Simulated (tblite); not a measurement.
Parent: `[CH3:1][n:2]1[n:3][cH:4][c:5]([F:6])[n:7]1`, C3H4FN3.

Structures optimised with GFN2-xTB, isolated species. One conformer each, not checked by frequencies here.

| coordinate of the parent | value |
| --- | --- |
| C1–N2 | 1.430 Å |
| N2–N3 | 1.307 Å |
| N3–C4 | 1.326 Å |
| C4–C5 | 1.397 Å |
| C5–F6 | 1.323 Å |
| C5–N7 | 1.324 Å |
| N2–N7 | 1.312 Å |
| C1–N2–N3 | 122.6° |
| C1–N2–N7 | 122.3° |
| N3–N2–N7 | 115.1° |
| N2–N3–C4 | 105.5° |
| N3–C4–C5 | 106.5° |
| C4–C5–F6 | 128.3° |
| C4–C5–N7 | 109.2° |
| F6–C5–N7 | 122.5° |
| N2–N7–C5 | 103.7° |

**Question.** How does the shared frame change in `[CH:1]#[C:2][c:3]1[cH:4][n:5][n:6]([CH3:7])[n:8]1`, C5H5N3? Atoms pair as C1 = C7, N2 = N6, N3 = N5, C4 = C4, C5 = C3, N7 = N8 (parent first).

**Answer.** 
```csv
parent,relative,value in the relative,change
C1–N2,C7–N6,1.430 Å,0.000
N2–N3,N6–N5,1.313 Å,+0.006
N3–C4,N5–C4,1.322 Å,-0.004
C4–C5,C4–C3,1.409 Å,+0.012
C5–N7,C3–N8,1.335 Å,+0.011
N2–N7,N6–N8,1.308 Å,-0.004
C1–N2–N3,C7–N6–N5,122.3°,-0.3
C1–N2–N7,C7–N6–N8,122.5°,+0.2
N3–N2–N7,N5–N6–N8,115.1°,0.0
N2–N3–C4,N6–N5–C4,104.9°,-0.6
N3–C4–C5,N5–C4–C3,107.9°,+1.4
C4–C5–N7,C4–C3–N8,107.3°,-1.9
N2–N7–C5,N6–N8–C3,104.8°,+1.1
```

Of the parent's bonds, C4–C5 and C5–N7 change most and about equally (+0.011 to +0.012 Å). Bonds of the relative outside the shared frame: C1≡C2 1.200, C2–C3 1.405 Å.

The numbers are calculated, not measured.
